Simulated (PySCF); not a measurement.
Species: ClFH₄Si₂.
Bonds: F1–Si2, Si2–Si3, Si3–Cl4. Hydrogens: H5, H6 on Si2; H7, H8 on Si3.

Computed by this run: PBE0-D3(BJ)/def2-SVP geometry optimisation, gas phase in PySCF; density fitting, grid level 1; the optimiser is geomeTRIC in internal coordinates, started from a GFN2-xTB structure with every atom displaced at random (about 0.01 Å).

Step 0: E = -31037.8853 eV
```
atom  x, y, z in Å  |  force x, y, z in eV/Å
F1     -1.7136   -1.2758   -0.6767   -0.042  -0.625  -0.490
Si2    -1.1642    0.0153    0.1305   -0.643  -0.297  -0.372
Si3     1.1091   -0.0476   -0.1635    0.915   0.043   0.169
Cl4     1.9987    1.5221    0.8260    0.023   0.516   0.314
H5     -1.6634   -0.2061    1.4758    0.077   0.155   0.920
H6     -1.8718    1.1511   -0.4702    0.074   0.620  -0.105
H7      1.5774    0.0686   -1.5489   -0.197   0.001  -0.586
H8      1.7876   -1.2452    0.3732   -0.207  -0.412   0.150
```

Step 1: E = -31038.0570 eV
```
atom  x, y, z in Å  |  force x, y, z in eV/Å
F1     -1.6979   -1.3326   -0.7363   -0.092   0.123   0.093
Si2    -1.1806   -0.0273    0.1050    0.198  -0.103  -0.084
Si3     1.1452   -0.0454   -0.1592   -0.142   0.047   0.039
Cl4     1.9156    1.5889    0.8700    0.015  -0.022  -0.016
H5     -1.5621   -0.1767    1.5376   -0.066  -0.004  -0.014
H6     -1.7770    1.2081   -0.4745   -0.077  -0.013   0.004
H7      1.5039    0.0678   -1.5986    0.070   0.008  -0.047
H8      1.7127   -1.3003    0.4023    0.094  -0.036   0.025
```

**Question.** Estimate the geometry and energy of step 2. (The exact step hangs on the optimiser's Hessian estimate; all steps are aligned on step 1, rigid shifts and turns removed.)

**Answer.** E = -31038.0633 eV, largest force 0.090 eV/Å
```
atom  x, y, z in Å  |  force x, y, z in eV/Å
F1     -1.7302   -1.3232   -0.7280   -0.023   0.039   0.029
Si2    -1.1787   -0.0287    0.1034    0.028  -0.068  -0.051
Si3     1.1495   -0.0488   -0.1613   -0.019  -0.004   0.004
Cl4     1.9186    1.5855    0.8675   -0.012   0.002   0.000
H5     -1.5755   -0.1782    1.5320    0.004   0.013   0.013
H6     -1.7913    1.2019   -0.4717    0.002   0.014   0.006
H7      1.5273    0.0705   -1.5990    0.008  -0.006   0.003
H8      1.7402   -1.2967    0.4033    0.011   0.010  -0.004
```

The energy changes by -0.0063 eV. The first-order estimate −F·Δx gives -0.0112 eV and the mean of the old and new forces, exact on a quadratic surface, -0.0064 eV. The step makes an angle of 58° with the force vector and moves no atom by more than 0.035 Å.

What follows is the cost of the whole optimisation. Hardware: one thread, Arm Neoverse V1 (aarch64), shared host with 32 logical CPUs at a one-minute load of 17. Cost: 18 s wall, 0.36 GiB resident at most.
